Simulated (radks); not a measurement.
All-electron atom: the aluminium ion Al3+ in [He] 2p6 3s2 (not the ground configuration).

All-electron calculation, scalar-relativistic Kohn-Sham, PBE, spin-polarised, spherical densities, point nucleus. Program: a radial shooting solver on a logarithmic mesh with Libxc functionals.

Energy parts (hartree):
| part | energy |
|---|---|
| total | -231.76522 |
| kinetic | 232.26087 |
| electron-nucleus | -533.20551 |
| Hartree | 85.22240 |
| exchange-correlation | -16.04298 |

Orbitals (lengths in bohr, moments of r in powers of bohr; <r^-3> diverges for s and p1/2; r(max) is where P^2 peaks):
| orbital | occ. | eigenvalue (hartree) | <r^4> | <r^-3> | r(max) | <1/r> |
|---|---|---|---|---|---|---|
| 1s | 2 | -58.67665 | 0.0009757 | - | 0.07827 | 12.65 |
| 2p | 6 | -5.11803 | 0.3043 | 41.31 | 0.4103 | 2.365 |
| 3s | 2 | -1.54790 | 21.24 | - | 1.617 | 0.7672 |

The highest occupied level is 3s at -42.121 eV. Summed over all electrons, <r^2> = 9.765 bohr^2, which gives a Langevin (diamagnetic) susceptibility term of -7.73 x 10^-6 cm^3/mol. The density falls to 0.001 e/bohr^3 at r = 3.23 bohr.
